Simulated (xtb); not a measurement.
Species: C5H8, SMILES `C#CC(C)C` (charge 0, multiplicity 1).

Question: Give a relaxed geometry from xtb with GFN2-xTB.

Answer: the end point of this relaxation (outside a Z-matrix the atoms follow the SMILES, hydrogens last).
Bonded distances (Å): C1–C2 1.196, C1–H6 1.049, C2–C3 1.453, C3–C4 1.531, C3–C5 1.531, C3–H7 1.098, C4–H8 1.088, C4–H9 1.088, C4–H10 1.088, C5–H11 1.088, C5–H12 1.088, C5–H13 1.088. Angles (°): C2–C1–H6 179.9, C1–C2–C3 179.2, C2–C3–C4 109.9, C2–C3–C5 109.9, C2–C3–H7 108.0, C4–C3–C5 111.1, C4–C3–H7 109.0, C5–C3–H7 109.0, C3–C4–H8 110.2, C3–C4–H9 110.2, C3–C4–H10 110.6, H8–C4–H9 108.7, H8–C4–H10 108.4, H9–C4–H10 108.7, C3–C5–H11 110.2, C3–C5–H12 110.2, C3–C5–H13 110.6, H11–C5–H12 108.7, H11–C5–H13 108.7, H12–C5–H13 108.4.
